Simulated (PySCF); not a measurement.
Compound: C6H12N (charge +1).
Atom-mapped SMILES: `[CH2:1]=[CH:2][CH2:3][CH:4]=[N+:5]([CH3:6])[CH3:7]` (hydrogens: H8, H9 on C1; H10 on C2; H11, H12 on C3; H13 on C4; H14, H15, H16 on C6; H17, H18, H19 on C7)

Cartesian coordinates in Å at the GFN2-xTB level; atoms count from 1:
```xyz
19
C6H12N angstrom
C      2.3482    0.4174    1.2738
C      1.6774   -0.6404    0.8622
C      1.2289   -0.8392   -0.5797
C     -0.2351   -0.9883   -0.5624
N     -1.0686   -0.0153   -0.5507
C     -2.4915   -0.2199   -0.4644
C     -0.6402    1.3636   -0.6055
H      2.6852    0.4985    2.2927
H      2.6279    1.2239    0.6154
H      1.4300   -1.4483    1.5344
H      1.5569    0.0122   -1.1761
H      1.6915   -1.7505   -0.9619
H     -0.6397   -1.9917   -0.4849
H     -2.7387   -1.2788   -0.4334
H     -2.9812    0.2330   -1.3282
H     -2.8788    0.2620    0.4350
H      0.0250    1.5846    0.2313
H     -0.1032    1.5650   -1.5337
H     -1.5039    2.0213   -0.5563
```

Computed geometry: GFN2-xTB, gas phase.

Take the most abundant isotopes and a rigid rotor. The values belong to one conformer with, in the numbering `[CH2:1]=[CH:2][CH2:3][CH:4]=[N+:5]([CH3:6])[CH3:7]`, C1–C2–C3–C4 -122°, C2–C3–C4–N5 84°.

Question: What are A, B and C (GHz)?

Answer: Ia = 100.63, Ib = 324.30, Ic = 366.35 u·Å²; 505379 MHz·u·Å²/I gives 5022, 1558 and 1379 MHz, that is A = 5.0221, B = 1.5584, C = 1.3795 GHz.

Question: Classify the top.

Answer: A near-prolate asymmetric top; Ray's κ = -0.902.

Question: What does the inertial defect say?

Answer: Not planar: Δ = Ic − Ia − Ib = -58.58 u·Å². For a rigid frame Δ = −2 Σ m c², so Σ m c² = 29.29 u·Å² lies off the ab plane: 12.19 from hydrogen and 17.10 from heavier atoms. The atom farthest from that plane is 1.54 Å away.

Question: Give the other two planar moments, Paa and Pbb, and the rms extents of the mass along the axes.

Answer: Paa = Σ m a² = (Ib + Ic − Ia)/2 = 295.01 and Pbb = Σ m b² = (Ia + Ic − Ib)/2 = 71.34 u·Å². With the mass M = 98.10 u, the rms extents √(P/M) along a, b and c are 1.73, 0.85, 0.55 Å.

Question: Estimate the classical rotational partition function at 10 K, 298.15 K and 500 K.

Answer: Point group C1, symmetry number σ = 1; q = (√π/σ)·√((kT/h)³/(ABC)), k/h = 20836.6 MHz/K: 1620 at 10 K, 264000 at 298.15 K, 574000 at 500 K.

No GFN2-xTB frequencies stand behind this structure, so it isn't proved a minimum. These are rigid-rotor constants of the computed structure; measured ground-state constants (B0) also hold zero-point vibration.
